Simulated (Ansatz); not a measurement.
`[AlH2-]1[SH+][AlH2-][SH+]1`, relaxed with RKS PBE0-D4/def2-TZVP in Ansatz from a PBE-D4/def2-SVP geometry. The force threshold is 0.005 eV/Å; the program also tests the step.

Charge 0, multiplicity 1.

Start:

```xyz
10

Al    1.536   -0.416   -0.369
S    -0.519   -1.662   -0.386
Al   -1.344    0.187    0.910
S     0.591    1.574    0.590
H     1.940   -0.098   -1.880
H     2.438   -1.069    0.769
H    -0.954   -1.188   -1.589
H    -2.566    0.845    0.121
H    -1.301   -0.286    2.429
H     0.179    2.111   -0.594
```

| step | energy (eV) | largest force (eV/Å) | largest move (Å) |
| --- | --- | --- | --- |
| 1 | -34952.8631 | 0.458 | 0.000 |
| 2 | -34952.8877 | 0.256 | 0.058 |
| 3 | -34952.8911 | 0.045 | 0.033 |
| 4 | -34952.8919 | 0.023 | 0.012 |
| 5 | -34952.8920 | 0.015 | 0.006 |
| 6 | -34952.8921 | 0.005 | 0.008 |
| 7 | -34952.8922 | 0.020 | 0.018 |
| 8 | -34952.8923 | 0.014 | 0.012 |
| 9 | -34952.8923 | 0.006 | 0.010 |
| 10 | -34952.8923 | 0.002 | 0.005 |

End:

```xyz
10

Al    1.512   -0.411   -0.359
S    -0.522   -1.632   -0.406
Al   -1.320    0.182    0.899
S     0.576    1.567    0.559
H     1.960   -0.115   -1.847
H     2.383   -1.056    0.790
H    -0.940   -1.133   -1.582
H    -2.560    0.831    0.160
H    -1.248   -0.296    2.403
H     0.158    2.065   -0.617
```

Hardware: 2 threads of a server CPU on a shared host. Wall time 110 s, peak host memory 0.56 GiB.
